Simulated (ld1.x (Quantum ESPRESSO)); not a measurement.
# vanadium (V) TM semilocal: all-electron and pseudo phase curves

- Element: vanadium
- Generator: ld1.x (Quantum ESPRESSO) 7.5
- Type: norm-conserving Troullier–Martins (semilocal form)
- Functional: PBE
- Relativity: scalar-relativistic
- Frozen core: [Ne]
- Valence charge: 13
- Reference configuration: 3s2 3p6 3d3 4s2 4p0
- Partial waves: 3s (bound): rc 1.45 bohr; 3p (bound): rc 1.05 bohr; 3d (bound): rc 2.25 bohr
- Local potential: the d channel
- Core correction: Bessel-smoothed model core, default radius (core density twice the valence density)

Occupied shells without a wave of their own: 4s. They enter only through the test configuration that unscreens the potential, and ld1.x also counts them in the model core charge.

The phase is arctan(r·u′/u) with u = r·R(r), unwrapped; energies in Ry, scanned from -7 to 5 Ry. A pole is an energy at which the radial function vanishes at the test radius. The pseudo phase is shifted by a multiple of π to meet the all-electron one at the reference energy, and phase errors are pseudo minus all-electron; the curves can meet again beyond the range given. Levels narrower than the energy grid can be missing from the lists of poles.

```json
{"channel": "s", "radius (bohr)": "2.45", "reference energy (Ry)": "-5.16", "poles, all-electron": "-5.13, 2.80", "poles, pseudo": "-5.13, 2.14", "unbroken range about the reference energy with phases within 0.05 rad": "below -1.0", "phase error 1 Ry above the reference energy (rad)": "-0.001"}
{"channel": "p", "radius (bohr)": "2.45", "reference energy (Ry)": "-3.24", "poles, all-electron": "-3.17, 3.81", "poles, pseudo": "-3.17, 3.76", "unbroken range about the reference energy with phases within 0.05 rad": "the whole range", "phase error 1 Ry above the reference energy (rad)": "-0.000"}
{"channel": "d", "radius (bohr)": "2.45", "reference energy (Ry)": "-0.38", "poles, all-electron": "-0.08", "poles, pseudo": "-0.06", "unbroken range about the reference energy with phases within 0.05 rad": "below 0.6", "phase error 1 Ry above the reference energy (rad)": "+0.048"}
```

The potential misses its own reference levels by up to 0.5 eV. ld1.x takes every shell without a wave as core, so the model core holds the 4s electrons as well and exchange and correlation see them twice. This cancels in the reference configuration, but the file is broken for other ones, and its errors say nothing about a proper core correction.

Phases in the d channel:

```json
{"E (Ry)": "-7.00", "all-electron": "1.417", "pseudo": "1.418"}
{"E (Ry)": "-6.74", "all-electron": "1.414", "pseudo": "1.415"}
{"E (Ry)": "-6.48", "all-electron": "1.411", "pseudo": "1.412"}
{"E (Ry)": "-6.22", "all-electron": "1.408", "pseudo": "1.409"}
{"E (Ry)": "-5.96", "all-electron": "1.405", "pseudo": "1.406"}
{"E (Ry)": "-5.70", "all-electron": "1.401", "pseudo": "1.402"}
{"E (Ry)": "-5.44", "all-electron": "1.397", "pseudo": "1.398"}
{"E (Ry)": "-5.18", "all-electron": "1.392", "pseudo": "1.394"}
{"E (Ry)": "-4.92", "all-electron": "1.388", "pseudo": "1.389"}
{"E (Ry)": "-4.66", "all-electron": "1.383", "pseudo": "1.385"}
{"E (Ry)": "-4.40", "all-electron": "1.377", "pseudo": "1.379"}
{"E (Ry)": "-4.14", "all-electron": "1.371", "pseudo": "1.373"}
{"E (Ry)": "-3.88", "all-electron": "1.365", "pseudo": "1.367"}
{"E (Ry)": "-3.62", "all-electron": "1.357", "pseudo": "1.360"}
{"E (Ry)": "-3.36", "all-electron": "1.349", "pseudo": "1.352"}
{"E (Ry)": "-3.10", "all-electron": "1.339", "pseudo": "1.343"}
{"E (Ry)": "-2.84", "all-electron": "1.328", "pseudo": "1.333"}
{"E (Ry)": "-2.58", "all-electron": "1.316", "pseudo": "1.321"}
{"E (Ry)": "-2.32", "all-electron": "1.300", "pseudo": "1.306"}
{"E (Ry)": "-2.06", "all-electron": "1.282", "pseudo": "1.289"}
{"E (Ry)": "-1.80", "all-electron": "1.257", "pseudo": "1.266"}
{"E (Ry)": "-1.54", "all-electron": "1.224", "pseudo": "1.235"}
{"E (Ry)": "-1.28", "all-electron": "1.175", "pseudo": "1.188"}
{"E (Ry)": "-1.02", "all-electron": "1.087", "pseudo": "1.104"}
{"E (Ry)": "-0.76", "all-electron": "0.869", "pseudo": "0.894"}
{"E (Ry)": "-0.50", "all-electron": "-0.170", "pseudo": "-0.153"}
{"E (Ry)": "-0.24", "all-electron": "-1.382", "pseudo": "-1.376"}
{"E (Ry)": "0.02", "all-electron": "-1.639", "pseudo": "-1.620"}
{"E (Ry)": "0.28", "all-electron": "-1.750", "pseudo": "-1.721"}
{"E (Ry)": "0.54", "all-electron": "-1.829", "pseudo": "-1.786"}
{"E (Ry)": "0.80", "all-electron": "-1.902", "pseudo": "-1.839"}
{"E (Ry)": "1.06", "all-electron": "-1.986", "pseudo": "-1.893"}
{"E (Ry)": "1.32", "all-electron": "-2.096", "pseudo": "-1.952"}
{"E (Ry)": "1.58", "all-electron": "-2.260", "pseudo": "-2.024"}
{"E (Ry)": "1.84", "all-electron": "-2.528", "pseudo": "-2.119"}
{"E (Ry)": "2.10", "all-electron": "-2.971", "pseudo": "-2.253"}
{"E (Ry)": "2.36", "all-electron": "-3.523", "pseudo": "-2.453"}
{"E (Ry)": "2.62", "all-electron": "-3.944", "pseudo": "-2.759"}
{"E (Ry)": "2.88", "all-electron": "-4.195", "pseudo": "-3.181"}
{"E (Ry)": "3.14", "all-electron": "-4.346", "pseudo": "-3.612"}
{"E (Ry)": "3.40", "all-electron": "-4.443", "pseudo": "-3.934"}
{"E (Ry)": "3.66", "all-electron": "-4.512", "pseudo": "-4.145"}
{"E (Ry)": "3.92", "all-electron": "-4.562", "pseudo": "-4.282"}
{"E (Ry)": "4.18", "all-electron": "-4.602", "pseudo": "-4.377"}
{"E (Ry)": "4.44", "all-electron": "-4.635", "pseudo": "-4.446"}
{"E (Ry)": "4.70", "all-electron": "-4.662", "pseudo": "-4.497"}
{"E (Ry)": "4.96", "all-electron": "-4.686", "pseudo": "-4.538"}
```
